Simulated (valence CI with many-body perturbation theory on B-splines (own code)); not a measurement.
## Sensitivity of CI+MBPT for Fe⁴⁺

Calculated by valence CI with perturbative core correlation (CI+MBPT): four valence electrons over a frozen Dirac-Fock core [Ar], radial functions for each j: 6 s, 6 p, 5 d, 5 f, 1 g, with the one-electron correlation potential Σ1 (screened to all orders), the two-electron term Σ2, the three-electron term Σ3, Breit, model QED; selected single and double excitations, second order for the rest, scaled by the run's own slope (own B-spline code, finite nucleus).

Against 21 measured levels this calculation errs by 464 cm⁻¹ on average and by 1535 at most. Only levels of the ground parity were solved; by the run's estimate the other parity begins above the list, which can be wrong where configurations are misplaced.

The reference run has the lowest level 3d4 5D_0 and an ionisation energy of 74.4055 eV. Its largest variational space holds 9336 state functions.

```tsv
Level	Reference (cm⁻¹)	Shift (cm⁻¹)
3d4 5D_1	135	-1.1
3d4 5D_2	403	-7.0
3d4 5D_3	782	-15
3d4 5D_4	1253	-25
3d4 3H_4	23918	+342
3d4 3H_5	24197	+337
3d4 3H_6	24488	+332
3d4 3P_0	24805	-209
3d4 3P_1	25686	-222
3d4 3F_2	26855	-15
3d4 3F_3	26909	-1.3
3d4 3F_4	27028	-0.2
```

The ionisation energy moves by -0.4128 eV.

Q: Which of these changes was made?
A. cutoff of virtual states (hartree) 1352 → 10.67
B. logarithmic knot step 0.27 → 0.4; scale of Σ2 1 → 0.8
C. scale of Σ1 1 → 0.9
D. shift of the energy in Σ1 (hartree) 0 → 0.711

A: A. cutoff of virtual states (hartree) 1352 → 10.67.
